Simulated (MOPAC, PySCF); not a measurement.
[V(=O)(NH2)3], neutral singlet in the gas phase. 

Cartesian coordinates (Å):
```xyz
11

V      0.0025    -0.1174     0.0194
O     -0.1533     1.4293    -0.2045
N      0.9269    -0.3897     1.6027
H      1.1736    -1.3052     1.9954
H      1.2652     0.3654     2.2074
N     -1.6893    -0.8682     0.1184
H     -1.8881    -1.8642     0.2648
H     -2.5605    -0.3346     0.0363
N      0.9441    -0.8250    -1.4119
H      1.1881    -1.8149    -1.5290
H      1.2926    -0.2716    -2.2009
```
Charge 0, spin multiplicity 1.

All levels are single points at this geometry (BP86-D3(BJ)/def2-SVP); Pople sets use spherical d functions. Orbital energies aren't observables, and empty levels follow the basis.

| level | HOMO (eV) | LUMO (eV) | gap (eV) | dipole (D) | vertical IE, Delta-SCF (eV) |
|---|---|---|---|---|---|
| B3LYP-D3(BJ)/def2-TZVP in PySCF | -6.24 | -1.72 | 4.52 | 3.11 | – |
| PBE-D3(BJ)/def2-TZVP in PySCF | -5.16 | -2.30 | 2.86 | 3.02 | – |
| TPSSh-D3(BJ)/def2-TZVP in PySCF | -5.72 | -1.93 | 3.78 | 3.07 | – |
| B3LYP/6-311+G** (LANL2DZ on V) in PySCF | -6.31 | -2.02 | 4.29 | 3.08 | – |
| B3LYP/6-31G* (LANL2DZ on V) in PySCF | -5.89 | -1.53 | 4.37 | 3.19 | – |
| B3LYP/LANL2DZ in PySCF | -6.06 | -1.70 | 4.36 | 3.43 | – |
| BP86/6-31G* (LANL2DZ on V) in PySCF | -4.91 | -2.16 | 2.75 | 3.13 | – |
| M06-2X/6-31G* (LANL2DZ on V) in PySCF | -7.43 | -0.42 | 7.01 | 3.12 | – |
| SVWN5/6-31G* (LANL2DZ on V) in PySCF | -4.94 | -2.15 | 2.78 | 3.25 | 8.00 |
| HF/3-21G in PySCF | -9.37 | 1.99 | 11.36 | 3.44 | – |
| HF/6-31G* (LANL2DZ on V) in PySCF | -9.51 | 1.30 | 10.81 | 3.40 | – |
| HF/STO-3G in PySCF | -7.30 | 7.55 | 14.85 | 2.23 | – |
| PM7 in MOPAC | -8.29 | -0.19 | 8.09 | 4.47 | – |
